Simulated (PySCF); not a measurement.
First SCF of a structure search on singlet BeH₂, at a hand-made bent geometry. PySCF input:

```python
from pyscf import gto, scf, dft
mol = gto.M(atom='''
Be     0.000000     0.000000     0.000000
H      1.097700     0.000000     0.768600
H     -1.097700     0.000000     0.768600''',
    basis={'Be': 'def2-TZVP', 'H': 'def2-TZVP'},
    charge=0, spin=0)
mf = dft.RKS(mol, xc='PBE0')
mf.grids.atom_grid = (50, 194)
aux = {'Be': 'def2-universal-JKFIT', 'H': 'def2-universal-JKFIT'}
mf = mf.density_fit(auxbasis=aux)
mf.conv_tol = 1e-08
mf.diis_space = 10
mf.max_cycle = 60
mf.init_guess = 'minao'
mf.verbose = 4
mf.kernel()
```

Excerpt of the output (cycles and frontier levels):

```
init E= -15.6885638643793
  HOMO = -0.308592608547359  LUMO = -0.106222997572272  gap/eV = 5.50676
cycle= 1 E= -15.8191834048115  delta_E= -0.131  |g|= 0.167  |ddm|= 1.15
  HOMO = -0.256319701869977  LUMO = -0.079565239902684  gap/eV = 4.80973
cycle= 2 E= -15.8287081962788  delta_E= -0.00952  |g|= 0.0656  |ddm|= 0.244
  HOMO = -0.279663297826753  LUMO = -0.0766225269654921  gap/eV = 5.52502
cycle= 3 E= -15.8308987313395  delta_E= -0.00219  |g|= 0.00761  |ddm|= 0.0753
  HOMO = -0.279681127456255  LUMO = -0.0775799956177048  gap/eV = 5.49945
cycle= 4 E= -15.8309291161037  delta_E= -3.04e-05  |g|= 0.000816  |ddm|= 0.0115
  HOMO = -0.279167486427826  LUMO = -0.0771375741100631  gap/eV = 5.49751
cycle= 5 E= -15.8309295871773  delta_E= -4.71e-07  |g|= 0.000118  |ddm|= 0.00157
  HOMO = -0.279199658340165  LUMO = -0.0771696260985442  gap/eV = 5.49752
cycle= 6 E= -15.830929596006  delta_E= -8.83e-09  |g|= 1.63e-05  |ddm|= 0.000252
  HOMO = -0.279199719867123  LUMO = -0.0771716913306886  gap/eV = 5.49746
Extra cycle  E= -15.8309295960791  delta_E= -7.31e-11  |g|= 2.88e-06  |ddm|= 1.87e-05
converged SCF energy = -15.8309295960791
```

No lower solution of this spin was found by a stability analysis within the restricted form, which does not test spin polarisation.

The search for the lowest solution, with the stability check, took 0.5 s on 2 threads of a shared Arm Neoverse V1 host, with 31 basis functions; the process peaked at 0.22 GiB. Launch command: `OMP_NUM_THREADS=2 python axn.py task.json out`.
